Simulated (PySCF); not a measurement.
Trend along group 15: MLi molecules

PBE0 with double-zeta basis sets in PySCF, for the lowest determinant that a PBE0 search found; no spin–orbit coupling. De refers to high-spin ground-configuration atoms. A positive dipole means M(−)Li(+).

```tsv
M	basis	state (unpaired electrons)	Re (Å)	ωe (cm⁻¹)	De (eV)	μ (D)
N	jorge-DZP-DKH	triplet (π ↑↑)	1.916	628	1.43	6.70
P	def2-SVPD	triplet (π ↑↑)	2.327	497	1.81	6.57
As	cc-pVDZ/cc-pVDZ-PP	triplet (π ↑↑)	2.436	432	1.56	6.17
Sb	def2-SVP	triplet (π ↑↑)	2.618	395	1.52	6.55
Bi	def2-SVP	triplet (π ↑↑)	2.689	371	1.40	6.07
```

The shortest bond is that of LiN (1.916 Å), the longest that of LiBi (2.689 Å).

The rows differ in basis set, which adds steps of its own.

Down a group the atoms grow and get heavier, so bonds lengthen and wavenumbers fall; this series shows no clear exception.

Spin–orbit coupling is left out, which matters for elements this heavy, above all for dissociation energies. States were picked by a PBE0 search and need not be the measured ground states.
